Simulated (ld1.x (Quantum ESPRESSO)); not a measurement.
# What the settings do to the TM potential of S (Z = 16)

Base potential:

* Element: sulfur
* Generator: ld1.x (Quantum ESPRESSO) 7.5
* Type: norm-conserving Troullier–Martins (Kleinman–Bylander form)
* Functional: Wu–Cohen
* Relativity: scalar-relativistic
* Frozen core: [Ne]
* Valence charge: 6
* Reference configuration: 3s2 3p3.5 (charge +0.5)
* Partial waves: 3s (bound): rc 1.10 bohr; 3p (bound): rc 1.70 bohr; 3d channel at 0.5 Ry: rc 1.85 bohr
* Local potential: all-electron potential smoothed inside 1.70 bohr (lloc = -1)
* Core correction: Bessel-smoothed model core inside 0.70 bohr

Cutoffs, loose and tight: the cutoffs (Ry, on a coarse ladder) from which the occupation-weighted sum of valence levels, in a spherical-Bessel basis at the reference potential, stays within 10 and 1 mRy of its value at 400 Ry. They do not see the model core or the augmentation charge, which bear on the density cutoff. Test errors are all-electron minus pseudo excitation energies from the reference, over the configurations 3s2 3p4; 3s2 3p3; 3s2 3p2; 3s2 3p1; 3s0 3p6; 3s1 3p5; 3s2 3p0. A dash means not determined; rows that change the core or the reference have their own tests.

| change | outcome | cutoff, loose | cutoff, tight | bound ghosts | largest test error (meV) |
| --- | --- | --- | --- | --- | --- |
| base | generated | 60 Ry | 140 Ry | none | +230 |
| local potential the d channel | generated | 60 Ry | 140 Ry | none | +257 |
| wave 3d channel at 0.5 Ry: rc 1.85 bohr becomes 3d channel at 0.5 Ry: rc 1.22 bohr | generated | 60 Ry | 140 Ry | none | +230 |
| reference 3s2 3p4 | generated | 60 Ry | 140 Ry | none | +255 |
| wave 3p (bound): rc 1.70 bohr becomes 3p (bound): rc 1.92 bohr | generated | 60 Ry | 140 Ry | none | +204 |
| core correction Bessel-smoothed model core inside 0.94 bohr | generated | 60 Ry | 140 Ry | none | +229 |
| functional PBEsol | generated | 60 Ry | 140 Ry | none | +225 |

Problem. What comes out with this change to the base: wave 3s (bound): rc 1.10 bohr becomes 3s (bound): rc 1.64 bohr?

Solution. outcome: generated; cutoff, loose: 35 Ry; cutoff, tight: 50 Ry; bound ghosts: none; largest test error (meV): +239.

Problem. What comes out with this change to the base: local potential all-electron potential smoothed inside 2.04 bohr (lloc = -1)?

Solution. outcome: generated; cutoff, loose: 60 Ry; cutoff, tight: 140 Ry; bound ghosts: none; largest test error (meV): +180.
